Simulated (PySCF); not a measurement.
PySCF job for C3H12OSi2, SMILES C[SiH2][C@H]([SiH3])CO, PBE/pcSseg-1. Geometry optimised at ωB97X-D3(BJ)/def2-SVP. The structure was generated by enumeration; whether it is a known compound was not checked. Other conformers were not sampled.

```python
import numpy as np
from pyscf import gto, scf, dft
from pyscf.prop.nmr import rks as nmr

mol = gto.M(
    atom='''
    C     2.27450268    1.28016268    0.09771376
    Si    1.28244196   -0.26261226   -0.32039580
    C    -0.57984688    0.06445491   -0.35434535
    Si   -1.08329104    1.33219613    0.94193589
    C    -1.36432423   -1.24939927   -0.18978716
    O    -0.88297007   -2.29348482   -1.01472977
    H     2.07828024    2.08332746   -0.63075369
    H     2.03055730    1.66386687    1.10110848
    H     3.35323511    1.05828552    0.07387773
    H     1.75410625   -0.80838583   -1.62653200
    H     1.52681025   -1.31250498    0.72353720
    H    -0.80873346    0.49864884   -1.34510921
    H    -0.56791878    2.68604261    0.58807568
    H    -2.57183647    1.40143523    1.05932729
    H    -0.53221553    0.94665462    2.27766899
    H    -1.35579799   -1.55785346    0.87457427
    H    -2.42070666   -1.09065738   -0.46288072
    H    -0.19212186   -2.76646480   -0.53810482
    ''',
    basis='pcSseg-1',
    charge=0,
    spin=0,
    max_memory=1600,
    verbose=3,
)
mf = dft.RKS(mol, xc='pbe').density_fit(auxbasis='def2-universal-jkfit')
mf.grids.level = 3
mf.conv_tol = 1e-10
mf.max_cycle = 100
mf.kernel()
n = nmr.NMR(mf)
n.verbose = 2
n.max_cycle_cphf = 60
sigma = n.kernel()
print('atom   isotropic/ppm   span/ppm')
for i, s in enumerate(sigma):
    w = np.linalg.eigvalsh((s + s.T) / 2)
    print(f'{mol.atom_symbol(i):2s}{i + 1:3d} {w.mean():14.3f} {w[2] - w[0]:11.3f}')
```

It prints:

```
converged SCF energy = -775.144220827806
atom   isotropic/ppm   span/ppm
C   1        187.727      11.288
Si  2        374.827      70.546
C   3        168.982      45.317
Si  4        411.305      73.135
C   5        110.375      78.828
O   6        284.939      46.286
H   7         31.022      10.505
H   8         30.870      10.559
H   9         30.949      12.630
H  10         26.683       9.056
H  11         27.254       7.582
H  12         30.043       7.471
H  13         27.400       8.250
H  14         27.447       9.094
H  15         27.595       7.500
H  16         27.527       9.087
H  17         27.087      10.487
H  18         30.531      17.806
```

Self-consistency was reached.

Cost: very roughly 80 core-seconds.
